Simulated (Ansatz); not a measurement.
Two isomers of C2H4Cl2Si: A = `ClC1(Cl)C[SiH2]1`, B = `Cl[C@@H]1[SiH2][C@H]1Cl`.

Isolated molecules relaxed with PBE0-D4/def2-TZVP in Ansatz; ΔE leaves out vibrations. CBS: MP2 limit from def2 TZ/QZ plus the TZ coupled-cluster correction, frozen cores. Functionals use def2-TZVPP. B3LYP here is the variant with VWN-RPA as its local correlation; programs differ in this.

Question: Which isomer does CCSD(T)/CBS put lower? Give the gap. (An estimate is asked.)

Answer: The calculation gave: A, by 3.3 kJ/mol.

Question: Give E(B) − E(A) in kJ/mol with PBE0-D4, ωB97M-V, HF/def2-TZVPP, B3LYP-D4, B2PLYP, B3LYP, MP2/def2-TZVPP. (Best estimate.)

Answer: Computed: PBE0-D4 0.8, ωB97M-V 2.6, HF/def2-TZVPP -6.0, B3LYP-D4 0.6, B2PLYP 0.5, B3LYP -1.9, MP2/def2-TZVPP 4.5. The order is the other way round with HF/def2-TZVPP, B3LYP.

Largest T1 diagnostic: 0.011.

In def2-TZVPP, CCSD(T) changes the Hartree–Fock value by +7.5 kJ/mol (the triples alone add +1.6 kJ/mol) and MP2 by +10.4 kJ/mol.
